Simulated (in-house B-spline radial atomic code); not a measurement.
## How G0W0 and RPA depend on the start: Mn

Configuration [Ar] 3d5 4s2, highest spin. Computed with a B-spline radial code for spherical atoms: all electrons, scalar-relativistic (spin-free one-electron X2C), finite nucleus, each spin shell either full or empty, empty states to l = 9 with an (l + 1/2)⁻⁴ tail; G0W0 by contour deformation at full frequency.

```
          start  mean-field 4s down (eV)  G0W0 (eV)  QP weight  RPA correlation (Eh)
   Hartree-Fock                   -6.200     -7.251      0.942               -1.4831
       LDA VWN5                   -4.640     -7.454      0.804               -1.7092
            PBE                   -4.462     -7.394      0.775               -1.7033
           PBE0                   -5.110     -7.441      0.875               -1.6357
         r2SCAN                   -4.554     -7.406      0.849               -1.6639
          HSE06                   -4.736     -7.397      0.834               -1.6462
B3LYP (VWN-RPA)                   -5.148          ?          ?                     ?
           SCAN                   -4.536     -7.348      0.842               -1.6666
           TPSS                   -4.420     -7.389      0.781               -1.6907
      BHandHLYP                   -5.800          ?          ?                     ?
      CAM-B3LYP                   -6.299     -7.476      0.922               -1.6137
        LC-wPBE                   -7.076     -7.435      0.944               -1.5999
          wB97X                   -7.310     -7.495      0.942               -1.5948
         PBEsol                   -4.465     -7.410      0.784               -1.7047
           BLYP                   -4.487     -7.398      0.774               -1.7062
        r2SCAN0                   -5.177     -7.398      0.892               -1.6123
```

(1) What G0W0 level, weight and RPA correlation energy follow from the BHandHLYP start?

(2) What G0W0 level, weight and RPA correlation energy follow from the B3LYP (VWN-RPA) start?

(3) How much of the dependence on the start does G0W0 remove?

Answers

(1) G0W0 level -7.428 eV, weight 0.911, RPA correlation -1.581 hartree.

(2) G0W0 level -7.466 eV, weight 0.865, RPA correlation -1.6509 hartree.

(3) The mean-field levels span 2.89 eV and the G0W0 levels 0.244 eV. Against 7.434 eV (NIST, measured) the G0W0 removal energies are off by -0.18 to +0.06 eV, with spin-orbit coupling, Breit and QED terms left out.
